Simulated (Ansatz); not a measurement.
Gas-phase electronic energies from Ansatz, PBE0-D4/def2-TZVP geometries. CBS: MP2 limit from def2 TZ/QZ plus the TZ coupled-cluster correction, frozen cores. This one scheme is used for every species. Functionals use def2-TZVPP. B3LYP here is the variant with VWN-RPA as its local correlation; programs differ in this. For Ti outer-core shells are correlated without core-valence functions, which leaves a few kJ/mol of doubt a bond. Scalar relativity is left out up to krypton. Each species was taken in one conformer, which may not be the lowest.

`C[O][Ti]([O]C)([O]C)[O][Si](O)(O)O` + `C=CS` → `C=CS[Si](O)(O)O` + `C[O][Ti]([OH])([O]C)[O]C`  (ligand exchange at the Si–O bond)

| level | ΔE (kJ/mol) |
| --- | --- |
| PBE-D4 | 70.7 |
| B3LYP-D4 | 89.9 |
| MP2/def2-TZVPP | 89.0 |
| HF/CBS(def2) | 118.2 |

Q: What does CCSD(T)/CBS give? (An estimate is asked.)

A: The calculation gave: +91.5 kJ/mol. The listed levels differ from it by -20.8, -1.6, -2.5, 26.7 kJ/mol.

Largest T1 diagnostic among the species: 0.022, so the coupled-cluster value is less sure than usual.

In def2-TZVPP, CCSD(T) changes the Hartree–Fock value by −20.2 kJ/mol (the triples alone add −4.5 kJ/mol) and MP2 by −26.8 kJ/mol. From PBE to PBE0 (25 % exact exchange), in def2-TZVPP and without D4, ΔE moves by +7.5 kJ/mol.
